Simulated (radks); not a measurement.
Neutral praseodymium inside a hard spherical wall (all orbitals vanish at R), configuration held at [Xe] 4f3 6s2 and not refilled when levels cross. All-electron calculation, scalar-relativistic Kohn-Sham, LDA (Slater exchange, Perdew-Wang correlation), spin-polarised, spherical densities, point nucleus; open shells are filled with parallel spins first (spin-orbit coupling, left out, can overturn this in heavy ions). Program: a radial shooting solver on a logarithmic mesh with Libxc functionals. Eigenvalues in eV for spin up, with the zero of energy where the potential of the charges vanishes at infinity; a dash marks a level that is unbound or too diffuse for the functional's potential to be trusted. A positive occupied level is held by the wall or, in an anion where self-interaction has pushed it up, behind a barrier. The pressure on the wall is -dE/dV.

\begin{tabular}{lrrrrrrrrr}
R (bohr) & E (hartree) & kinetic (hartree) & e(5s) & e(5p) & e(6s) & e(5d, empty) & e(4f) & e(6p, empty) & pressure (GPa) \\ \hline
free & -9230.6517 & 9801.762 & -39.611 & -21.915 & -3.650 & -2.294 & -1.999 & -1.315 & 0 \\
20 & -9230.6517 & 9801.762 & -39.610 & -21.915 & -3.650 & -2.294 & -1.999 & -1.314 & < 0.0001 \\
15 & -9230.6517 & 9801.762 & -39.606 & -21.910 & -3.647 & -2.290 & -1.995 & -1.298 & 0.000333 \\
12 & -9230.6511 & 9801.768 & -39.559 & -21.864 & -3.611 & -2.249 & -1.948 & -1.197 & 0.00952 \\
10 & -9230.6477 & 9801.795 & -39.382 & -21.690 & -3.464 & -2.095 & -1.773 & -0.889 & 0.0871 \\
7 & -9230.5913 & 9802.087 & -38.097 & -20.445 & -2.040 & -0.898 & -0.486 & 1.515 & 2.58 \\
4 & -9229.4748 & 9806.388 & -30.803 & -13.464 & 14.855 & 8.228 & 7.700 & 24.718 & 208 \\
3.5 & -9228.4165 & 9810.356 & -26.604 & -9.126 & 27.806 & 14.350 & 12.802 & 40.669 & 581 \\
2.5 & -9220.1335 & 9838.357 & -3.709 & 17.040 & 106.22 & 50.214 & 38.501 & 129.55 & 6950 \\
2 & -9203.3327 & 9889.734 & 34.707 & 62.135 & 229.78 & 108.03 & 71.605 & 262.44 & 33200 \\
\end{tabular}
